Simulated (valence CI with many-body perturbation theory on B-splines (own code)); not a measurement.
# Mn XI: calculated level list

Calculated by configuration interaction combined with many-body perturbation theory (CI+MBPT): five valence electrons over a frozen Dirac-Fock core [Ne], a basis of 11 s, 11 p, 10 d, 8 f, 5 g, 2 h functions for each j, with the one-electron correlation potential Σ1 (screened to all orders), the two-electron term Σ2, the three-electron term Σ3, Breit, model QED; selected single and double excitations, second order for the rest, scaled by the run's own slope (own B-spline code, finite nucleus).

No measured spectrum was set against this ion. As an estimate, levels of excited configurations hold to 0.05 to 0.15 % of their energy, terms of the ground configuration to about 0.5 %. Among the levels kept, up to 3200 cm⁻¹ of a level comes from second order outside the variational space, and about a tenth of that is noise between levels of different J, which matters for small intervals.

Levels 136 to 178 of 178, with energies above the lowest level, 3s2 3p3 4S°_3/2. "Leading %" is the weight of the configuration and term that name the level; weights of strongly mixed levels are sums over their largest components and can fall short. In the jj column 3d3/2^4 stands for four electrons in 3d with j = 3/2.

```csv
No.,Configuration,Term,J,E (cm⁻¹),Leading %,Second component,Leading jj
136,3s2 3p 3d2,2G°,9/2,906490,68,21 % 3s 3p3 3d 2G°,3s^2 3p3/2 3d5/2^2 (43 %)
137,3s 3p3 3d,2D°,5/2,915140,69,20 % 3s2 3p 3d2 2D°,3s 3p1/2 3p3/2^2 3d5/2 (26 %)
138,3s 3p3 3d,2D°,3/2,917400,67,15 % 3s2 3p 3d2 2D°,3s 3p1/2 3p3/2^2 3d5/2 (32 %)
139,3s2 3p 3d2,4D°,7/2,922170,79,14 % 3s 3p3 3d 4D°,3s^2 3p3/2 3d5/2^2 (25 %)
140,3s2 3p 3d2,4D°,5/2,923300,78,15 % 3s 3p3 3d 4D°,3s^2 3p3/2 3d3/2 3d5/2 (43 %)
141,3s2 3p 3d2,4D°,3/2,924330,78,15 % 3s 3p3 3d 4D°,3s^2 3p3/2 3d3/2 3d5/2 (35 %)
142,3s2 3p 3d2,4D°,1/2,925030,74,15 % 3s 3p3 3d 4D°,3s^2 3p3/2 3d3/2^2 (47 %)
143,3s 3p3 3d,2S°,1/2,925880,48,42 % 3s2 3p 3d2 2S°,3s^2 3p3/2 3d3/2 3d5/2 (31 %)
144,3s2 3p 3d2,2F°,7/2,947130,75,10 % 3s 3p3 3d 2F°,3s^2 3p3/2 3d3/2 3d5/2 (38 %)
145,3p4 3d,4D,5/2,949400,66,24 % 3s 3p2 3d2 4D,3p1/2^2 3p3/2^2 3d3/2 (30 %)
146,3s2 3p 3d2,2F°,5/2,949600,74,10 % 3s 3p3 3d 2F°,3s^2 3p3/2 3d3/2 3d5/2 (42 %)
147,3p4 3d,4D,7/2,949730,69,25 % 3s 3p2 3d2 4D,3p1/2^2 3p3/2^2 3d5/2 (35 %)
148,3p4 3d,4D,3/2,950270,66,24 % 3s 3p2 3d2 4D,3p1/2^2 3p3/2^2 3d3/2 (38 %)
149,3p4 3d,4D,1/2,951510,67,25 % 3s 3p2 3d2 4D,3p1/2 3p3/2^3 3d3/2 (45 %)
150,3s2 3p 3d2,2P°,3/2,952640,54,23 % 3s 3p3 3d 2P°,3s^2 3p3/2 3d5/2^2 (14 %)
151,3s2 3p 3d2,2P°,1/2,954740,86,6 % 3s 3p3 3d 2P°,3s^2 3p1/2 3d3/2^2 (31 %)
152,3s2 3p 3d2,4S°,3/2,957210,73,15 % 3s 3p3 3d 4S°,3s^2 3p3/2 3d3/2 3d5/2 (28 %)
153,3s2 3p 3d2,2P°,1/2,963880,43,30 % 3s 3p3 3d 2P°,3s^2 3p3/2 3d5/2^2 (28 %)
154,3s2 3p 3d2,2P°,3/2,967420,71,14 % 3s 3p3 3d 2P°,3s^2 3p3/2 3d5/2^2 (41 %)
155,3s2 3p 3d2,2D°,3/2,969980,63,15 % 3s 3p3 3d 2D°,3s^2 3p3/2 3d3/2 3d5/2 (30 %)
156,3s 3p2 3d2,6G,3/2,971710,98,,3s 3p1/2 3p3/2 3d3/2^2 (30 %)
157,3s2 3p 3d2,2D°,5/2,972100,67,13 % 3s 3p3 3d 2D°,3s^2 3p3/2 3d5/2^2 (41 %)
158,3s 3p2 3d2,6G,5/2,973160,98,,3s 3p1/2 3p3/2 3d3/2^2 (30 %)
159,3p4 3d,2P,1/2,974230,67,13 % 3s 3p2 3d2 2P,3p1/2^2 3p3/2^2 3d5/2 (28 %)
160,3s 3p2 3d2,6G,7/2,975200,97,,3s 3p1/2 3p3/2 3d3/2 3d5/2 (38 %)
161,3s 3p2 3d2,6G,9/2,977460,44,32 % 3p4 3d 4F,3s 3p1/2 3p3/2 3d3/2 3d5/2 (38 %)
162,3s 3p2 3d2,6G,9/2,978240,55,25 % 3p4 3d 4F,3p1/2^2 3p3/2^2 3d5/2 (28 %)
163,3p4 3d,2D,3/2,979270,48,16 % 3s 3p2 3d2 2D,3p1/2 3p3/2^3 3d3/2 (25 %)
164,3s2 3p 3d2,2G°,7/2,979930,57,23 % 3s2 3p 3d2 2F°,3s^2 3p1/2 3d3/2 3d5/2 (39 %)
165,3p4 3d,2P,3/2,980100,43,14 % 3p4 3d 4P,3p1/2 3p3/2^3 3d5/2 (19 %)
166,3s 3p2 3d2,6G,11/2,981140,99,,3s 3p1/2 3p3/2 3d5/2^2 (35 %)
167,3s2 3p 3d2,2G°,9/2,982040,90,5 % 3s 3p3 3d 2G°,3s^2 3p3/2 3d3/2 3d5/2 (57 %)
168,3p4 3d,4F,7/2,982050,55,23 % 3s 3p2 3d2 4F,3p1/2^2 3p3/2^2 3d3/2 (32 %)
169,3p4 3d,4P,1/2,982930,49,40 % 3s 3p2 3d2 4P,3s 3p1/2 3p3/2 3d3/2 3d5/2 (20 %)
170,3s 3p2 3d2,6G,13/2,984970,99,,3s 3p3/2^2 3d5/2^2 (47 %)
171,3p4 3d,4F,5/2,985160,57,28 % 3s 3p2 3d2 4F,3p1/2 3p3/2^3 3d3/2 (42 %)
172,3p4 3d,2D,5/2,985520,51,18 % 3s 3p2 3d2 2D,3p1/2 3p3/2^3 3d5/2 (40 %)
173,3p4 3d,4F,3/2,986460,60,30 % 3s 3p2 3d2 4F,3p1/2 3p3/2^3 3d3/2 (25 %)
174,3s2 3p 3d2,2F°,5/2,986920,77,10 % 3s 3p3 3d 2F°,3s^2 3p3/2 3d3/2 3d5/2 (52 %)
175,3p4 3d,4P,3/2,987340,35,28 % 3s 3p2 3d2 4P,3p1/2 3p3/2^3 3d5/2 (42 %)
176,3s2 3p 3d2,2F°,7/2,987580,43,33 % 3s2 3p 3d2 2G°,3s^2 3p3/2 3d5/2^2 (48 %)
177,3p4 3d,4P,5/2,988730,48,42 % 3s 3p2 3d2 4P,3p1/2 3p3/2^3 3d5/2 (24 %)
178,3p4 3d,2G,7/2,991850,58,22 % 3s 3p2 3d2 2G,3p1/2 3p3/2^3 3d3/2 (41 %)
```

Names give the largest LS component (configuration and term), which can be under half, so a name can repeat, a term be missing and a line seem to break the LS rules; names also repeat where a configuration has a term twice.

Where two levels of one J and parity lie close, their mixing, g and order are uncertain.
